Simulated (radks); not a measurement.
Ionisation of neutral hafnium, [Xe] 4f14 5d2 6s2, to [Xe] 4f14 5d1 6s2 as the strength of local exchange is varied. Calculated with a radial shooting solver on a logarithmic mesh with Libxc functionals: scalar-relativistic Kohn-Sham, Slater X-alpha exchange (alpha = 2/3 is LDA exchange), no correlation, spin-polarised, spherical densities, point nucleus; open shells are filled with parallel spins first (spin-orbit coupling, left out, can overturn this in heavy ions).

| alpha | E(Hf) (hartree) | exchange (hartree) | IE (eV) | -e of the level emptied (eV) | <r> of it (bohr) |
|---|---|---|---|---|---|
| 0.563 | -15016.4349 | -245.0296 | 5.025 | 1.576 (5d) | 2.681 |
| 0.573 | -15020.8081 | -249.4625 | 5.120 | 1.650 (5d) | 2.663 |
| 0.667 | -15061.9856 | -291.2676 | 6.059 | 2.396 (5d) | 2.514 |
| 0.727 | -15088.3343 | -318.0798 | 6.695 | 2.921 (5d) | 2.434 |
| 0.851 | -15142.9486 | -373.8070 | 8.098 | 4.112 (5d) | 2.295 |
| 0.935 | -15180.0678 | -411.7984 | 9.113 | 4.997 (5d) | 2.215 |

NIST Atomic Spectra Database: 6.825 eV (measured). The Delta-SCF value meets it near alpha = 0.74. Open shells are spherical and high-spin; term and fine-structure splittings are not resolved. Spin-orbit splitting is averaged out at the scalar-relativistic level.
